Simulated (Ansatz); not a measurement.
```yaml
crystal:
  periodic: [false, false, false]
  atoms:
    - {symbol: In, position_ang: [0.034164, 0.220517, -0.090423]}
    - {symbol: F, position_ang: [1.862387, 0.003787, 0.107616]}
    - {symbol: F, position_ang: [-0.912308, 1.756182, -0.114316]}
    - {symbol: F, position_ang: [-1.010834, -1.672502, -0.086712]}
basis:
  gaussian: {orbitals: x2c-TZVPPall}
hamiltonian: {xc: {name: wB97X-V}}
scf: {omitted_lower_state_checks: [starts]}
output: {forces: true}
```

```sh
$ ansatz run in.yaml --threads 4 --pin off --events-out ev --progress --plain --max-ram 3916MiB
```

Output, abridged:

```
Functional definition: wB97X-V
1123 factors; their error is unknown
161 factors; integrals over basis functions are off by at most 7.2e-5 eV
mean field evaluation 1: about -168177.7308 eV, gradient 6.3e1 eV
mean field evaluation 2: about -168173.4142 eV, gradient 8.9e1 eV
mean field evaluation 4: about -168183.7616 eV, gradient 3.0e0 eV
mean field evaluation 8: about -168183.7764 eV, gradient 5.4e-2 eV
mean field evaluation 16: about -168184.0528 eV, gradient 1.5e-4 eV
mean field -168184.05275463 eV, -6180.6499394873 hartree, gradient 3.1e-5 eV, S^2 0.000000; 0 other end points of the search recorded, 0 dependent functions left out
reference -168184.05275277 eV, -6180.6499394190 hartree; 38, 38 occupied and 115, 115 virtual orbitals, 1123 factors
Total energy: -168184.05275277 eV, -6180.6499394190 hartree
Relativity: scalar
Atom 0 at     0.034164     0.220517    -0.090423 Å, force    -1.363640    -5.531098     0.044122 eV/Å
Atom 1 at     1.862387     0.003787     0.107616 Å, force     1.819976    -0.187371     0.131017 eV/Å
Atom 2 at    -0.912308     1.756182    -0.114316 Å, force    -1.893747     2.991012    -0.117128 eV/Å
Atom 3 at    -1.010834    -1.672502    -0.086712 Å, force     1.437411     2.727456    -0.058011 eV/Å
Dipole moment:     0.144172     0.439574    -0.085796 e Å
Checks for a lower state left out: starts
```

Run time 3.9 s (4 threads of Arm Neoverse V2 on a shared host).

DK, ANO-RCC and x2c sets are all-electron and run with scalar relativity unless a key says otherwise.
